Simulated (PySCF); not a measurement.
Ligand exchange on a metal centre used in film growth or etching (Cd OH-Br). All species are isolated molecules in the gas phase. One relaxed conformer stands for each flexible species; it need not be the lowest.

Computed with PySCF with TPSSh-D3(BJ)/def2-TZVP // r2SCAN-D4/def2-SVP. All candidates: neutral, multiplicity 1. 

* **HOMO–LUMO gap**: 5.09 eV
* **LUMO**: -2.27 eV
* **HOMO**: -7.36 eV

**Question.** Say which member has these values.
(A) [Cd(OH)2]
(B) [Cd(Br)2]
(C) [Cd(OH)(Br)]

**Answer.** C, [Cd(OH)(Br)]. The others give [Cd(OH)2]: 5.33 eV, -1.81 eV, -7.14 eV; [Cd(Br)2]: 5.05 eV, -2.68 eV, -7.73 eV
